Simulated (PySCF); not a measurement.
A small calculation by hand: oscillator strength and radiative lifetime

W(NMe)(S)(OH)2 (CH₅NO₂SW), SMILES [OH][W](=[S])([OH])=[N]C, multiplicity 1.

Geometry optimised at r2SCAN-D4/def2-SVP. The spin state was assumed, not searched. The def2 effective core potentials stand for the cores of W; spin–orbit coupling is left out. Other conformers were not sampled.

TDA-LC-ωPBE/def2-SVPD run with PySCF puts the first singlet state with f over 0.02 at 5.01 eV (vertical), with the transition dipole (0.502, 0.176, 0.000) in atomic units.

Task: Find the oscillator strength, the wavelength and the radiative lifetime that this transition would have in vacuum if emission retraced absorption.

Result: 
|μ|² = 0.2830 au, so |μ| = 1.35 D. ΔE = 5.01/27.211 = 0.1841 hartree. f = (2/3) ΔE |μ|² = 0.035 (the program prints 0.035).
λ = 1239.84/5.01 = 247 nm; ν = 40408 cm⁻¹.
Einstein's coefficient A = 0.6670 ν² f s⁻¹ (ν in cm⁻¹) = 3.8e7 s⁻¹, so τ = 1/A = 26 ns. This state is S4; the lower singlets have f = 0.001, 0.007, 0.006. The figure is the radiative limit of this one transition; relaxation, internal conversion, crossing to triplets and a medium change what is measured.
